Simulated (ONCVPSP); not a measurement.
## Ge: one change to an ONCV potential, before and after

germanium, optimised norm-conserving Vanderbilt (ONCV), made with ONCVPSP 4.0.1 (PBE, fully relativistic). Core [Ar] 3d10, reference 4s2 4p2. Waves: 4s: rc 1.80 bohr, ncon 4, nbas 9, qcut 3.8 1/bohr, 2 projectors, debl 3 Ha; 4p: rc 2.50 bohr, ncon 4, nbas 8, qcut 3.3 1/bohr, 1 projector; d scattering state at 0.25 Ha: rc 2.20 bohr, ncon 5, nbas 9, qcut 4.9 1/bohr, 2 projectors, debl 1 Ha. Local part: polynomial inside 1.25 bohr (lpopt 5, dvloc0 0 Ha). Core correction: Teter function, fcfact 4.75, rcfact 1.45.

Open shells are filled in proportion to 2j + 1.

Change: all radii but the core radius scaled by about 1.23 (s 2.22, p 3.08, d 2.70 bohr); local potential polynomial inside 1.54 bohr (lpopt 5, dvloc0 0 Ha).

Cutoffs: the cutoffs (Ha) at which the residual kinetic energy of the hardest occupied pseudo-wave falls to 1 and 0.1 mHa per electron; they do not see the model core or the augmentation charge, which bear on the density cutoff. Errors are all-electron minus pseudo energies relative to the spin-unpolarised reference configuration.

Question: What does the change do?

Answer: The potential gets softer (8.0 Ha and 60 Ha → 6.0 Ha and 12 Ha); the bound ghost in d disappears; of the 4 tests that both files solve, the error grows in 2 and shrinks in 0 by more than 15 % and 0.3 meV (median size 72.0 → 94.0 meV). A larger radius leaves more room for a smooth pseudo-wave, so fewer plane waves are needed.

```csv
quantity,base,changed
"cutoff, loose",8.0 Ha,6.0 Ha
"cutoff, tight",60 Ha,12 Ha
loose cutoff by channel,"s 8.0 Ha, p 2.8 Ha","s 6.0 Ha, p 2.9 Ha"
bound ghosts,"d5/2, d3/2",none
GHOST(+) flags under 300 eV,s at 92.8 eV,s at 111.4 eV
"error for 4s2 4p1, meV [ΔE 7.45 eV]",-13,-15
"error for 4s2 4p0, meV [ΔE 22.89 eV]",-131,-149
"error for 4s1 4p0, meV [ΔE 57.68 eV]",-522,-599
"error for 4s0 4p4, meV [ΔE 16.19 eV]",-11,-39
"rms error of d²Exc/dni dnj with the model core, mHa",2.55,2.40
```

Base: The cutoffs count occupied waves only; projector 2 of the d channel, the hardest unoccupied one, needs 72 Ha at the loose tolerance. Changed file: The cutoffs count occupied waves only; projector 2 of the d channel, the hardest unoccupied one, needs 20 Ha at the loose tolerance. A true bound ghost makes a file unfit for plane-wave use even where its test errors are small: the radial tests pick states by their node count and pass the ghost by.
